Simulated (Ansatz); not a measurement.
`FC1C[SiH2]1` + H₂O → `OC1C[SiH2]1` + H–F at 700 K and 1 bar (formal hydrolysis of a C–F bond).

Computed with Ansatz on PBE0-D4/def2-TZVP structures; ΔE is electronic, products minus reactants. CCSD(T)/CBS is the MP2 limit (def2-TZVPP, def2-QZVPP) plus CCSD(T) − MP2 in def2-TZVPP, frozen cores. This one scheme is used for every species. One conformer a species, not always the lowest.

```tsv
species	CCSD(T)/CBS energy (Eh)	H − E (kJ/mol)	S (J/(mol·K))
`FC1C[SiH2]1`	-467.91941	224.9	390.2
H₂O	-76.37941	80.5	218.4
`OC1C[SiH2]1`	-443.90503	262.3	403.5
H–F	-100.39570	45.2	198.5
```

H − E and S are ideal-gas, rigid-rotor, harmonic terms from PBE0-D4/def2-TZVP, for one conformer and one mirror image of each species. 1 Eh = 2625.50 kJ/mol, R = 8.31446 J/(mol·K).

Question: By hand: ΔE, ΔH, ΔS and ΔG.

Answer: ΔE = (-443.90503) + (-100.39570) − (-467.91941) − (-76.37941) = -0.00191 Eh = -5.0 kJ/mol. Δ(H − E) = 262.3 + 45.2 − 224.9 − 80.5 = 2.1, so ΔH = -2.9 kJ/mol. ΔS = 403.5 + 198.5 − 390.2 − 218.4 = -6.6 J/(mol·K). ΔG = -2.9 − 700 × (-6.6)/1000 = 1.7 kJ/mol.

Question: By hand: the equilibrium constant, and the temperature at which ΔG would vanish if ΔH and ΔS stayed fixed.

Answer: log₁₀ K = −ΔG/(RT ln 10) = -0.1. ΔG = 0 at ΔH/ΔS = 439 K, though so small a ΔH makes that figure unsure.

TΔS isn't small against ΔH here. The sign of ΔG lies within the doubt. A doubt of 5 kJ/mol in ΔE shifts log₁₀ K by 0.4 here. Other conformers and mirror images would add mixing entropy, several J/(mol·K) or more a flexible species. These are equilibria of isolated gas molecules and say nothing of rates. Largest T1 diagnostic: 0.012 (customary marks: 0.02 for closed shells, 0.045 for open ones).
